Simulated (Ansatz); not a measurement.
A made-up structure of CH$_{2}$BSe, doublet:

```
atom    x (Å)    y (Å)    z (Å)
  B1  -1.1530  -0.7287  -0.1984
  C2   0.0479  -0.1668   0.0454
 Se3   1.6979   0.3158   0.4349
  H4   0.2595  -0.6962  -0.8482
  H5   1.6155   1.7699   0.1368
```

It is relaxed with PBE-D4/def2-SVP and then PBE0-D4/def2-TZVP (Ansatz 0.2.0). Atoms count as bonded within 1.22 times the sum of their covalent radii (H–H: 0.88 Å). The end point is not checked to be a true minimum.

(1) Does its bonding change? (A judgement: the text doesn't fix the answer.)

## Answers

(1) The calculation gives: Yes. Formed: B1–Se3; broken: none.

Where it ends: The first stage lowers the energy by 1.53 eV in 16 steps. It ends as CH₂BSe ([B]1[CH][SeH]1):
B1  (-0.693, -0.075, 0.544)
C2  (0.058, -0.521, -0.518)
Se3  (1.316, 0.330, 0.747)
H4  (0.389, -0.968, -1.436)
H5  (1.397, 1.728, 0.234)
(Å)

Labels in which every atom is bracketed show which atoms are joined, not bond orders.

For scale, one of the runs: PBE0-D4/def2-TZVP relaxation, 122 basis functions, launched by `ansatz run in.yaml --threads 2 --pin off --events-out ev --progress --plain --max-ram 4352MiB`. Hardware: 2 CPU threads of an Arm Neoverse V1, shared host. Wall time about 32 s.
